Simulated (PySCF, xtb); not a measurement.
Be(F)(NMe2) (C2H6BeFN), SMILES C[N](C)[Be][F].

GFN2-xTB in xtb at its own geometry gives an orbital gap of 5.30 eV and a dipole moment of 2.27 D.

Geometry: PBE-D3(BJ)/def2-SVP. The structure was generated by enumeration; whether it is a known compound was not checked. One conformer was computed; it need not be the lowest.

Q: What does M06-2X/def2-TZVP (PySCF) give? (Estimate from the structure and the level; the computed values follow.)

A: gap 7.73 eV (levels -7.77 and -0.04 eV), dipole 2.01 D.
